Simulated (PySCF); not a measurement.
## HoO: f occupation and spin

Unrestricted PBE0; Ho x2c-TZVPall, O x2c-TZVPall; spin-free X2C with a Gaussian nucleus (PySCF 2.14). The search starts from ions with several 4f fillings and holds each by maximum overlap.

The lowest solution of each spin and filling, followed along the bond (rough minima from three points):

| 2Ms+1 | 4f population | ⟨S²⟩ at the start | R at minimum (Å) | Te (eV) |
| --- | --- | --- | --- | --- |
| 6 | 10.08 | 8.76 | 1.79 | 0.00 |
| 4 | 10.13 | 4.73 | 1.78 | 0.00 |
| 4 | 10.93 | 3.79 | 1.86 | 1.65 |

Solutions at the starting distance of 1.927 Å, counted from the lowest; the search is not exhaustive:

```
2Ms+1  4f population  E (eV)  ⟨S²⟩  ⟨Lz²⟩  μ (D)
    6          10.08    0.00  8.76   12.0  -5.89
    4          10.13    0.05  4.73   11.9  -5.71
    4          10.08    0.14  4.75   12.0  -5.79
    6          10.06    0.14  8.76    9.0  -5.99
    4          10.07    0.26  4.75    9.0  -5.85
    4          10.23    0.57  4.65   13.9  -5.71
    4          10.42    0.81  4.50    9.0  -5.77
    4          10.93    1.38  3.79   12.4  -7.98
    6          10.05    1.81  8.76   15.0  -8.14
    6          10.09    2.06  8.76   12.9  -4.69
    4          10.07    2.07  4.76   15.7  -8.22
    6          10.08    2.08  8.76   13.2  -4.65
    4          10.06    2.09  4.76   15.8  -8.10
```

Partly filled real f orbitals mix terms, so no term symbols are given. A population far from a whole number shows f orbitals mixing with d and ligand orbitals, not a clean configuration. A positive dipole means Ho(−)O(+).

Spin–orbit coupling is left out. Counting both spins, an empty level lies below a filled one in some of these solutions, because spin and occupation are held. The state is the lowest single determinant that the PBE0 search found; with open d or f shells the true ground state can be another one.
